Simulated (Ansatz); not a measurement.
`C[B](C)[ZnH]` + `OC(F)F` → `FC(F)[O][ZnH]` + `CBC` at 298.15 K and 1 bar (cleavage of the Zn–B bond).

Program: Ansatz. Geometries: PBE0-D4/def2-TZVP. ΔE: electronic, gas phase. CCSD(T)/CBS is the MP2 limit (def2-TZVPP, def2-QZVPP) plus CCSD(T) − MP2 in def2-TZVPP, frozen cores. For Zn outer-core shells are correlated without core-valence functions, which leaves a few kJ/mol of doubt a bond. Scalar relativity is left out up to krypton. One conformer a species, not always the lowest.

```
        species  CCSD(T)/CBS energy (Eh)  H − E (kJ/mol)  S (J/(mol·K))
 `C[B](C)[ZnH]`              -1883.46486           236.7          361.2
       `OC(F)F`               -314.01610           111.3          274.1
`FC(F)[O][ZnH]`              -2092.41029           105.0          342.8
          `CBC`               -105.11307           238.0          286.3
```

H − E and S are ideal-gas, rigid-rotor, harmonic terms from PBE0-D4/def2-TZVP, for one conformer and one mirror image of each species. 1 Eh = 2625.50 kJ/mol, R = 8.31446 J/(mol·K).

Q: By hand: ΔE, ΔH, ΔS and ΔG.

A: ΔE = (-2092.41029) + (-105.11307) − (-1883.46486) − (-314.01610) = -0.04240 Eh = -111.3 kJ/mol. Δ(H − E) = 105.0 + 238.0 − 236.7 − 111.3 = -5.0, so ΔH = -116.3 kJ/mol. ΔS = 342.8 + 286.3 − 361.2 − 274.1 = -6.2 J/(mol·K). ΔG = -116.3 − 298.15 × (-6.2)/1000 = -114.5 kJ/mol.

Q: By hand: the equilibrium constant, and the temperature at which ΔG would vanish if ΔH and ΔS stayed fixed.

A: log₁₀ K = −ΔG/(RT ln 10) = 20.1. ΔG = 0 at ΔH/ΔS = 18758 K, far beyond where these terms or the molecules hold.

The number of gas molecules stays the same, so ΔS is small and ΔH decides. A doubt of 5 kJ/mol in ΔE shifts log₁₀ K by 0.9 here. Other conformers and mirror images would add mixing entropy, several J/(mol·K) or more a flexible species. Modes under 60 cm⁻¹, often nearly free rotors, make the harmonic entropy too high. These are equilibria of isolated gas molecules and say nothing of rates. Largest T1 diagnostic: 0.015 (customary marks: 0.02 for closed shells, 0.045 for open ones).
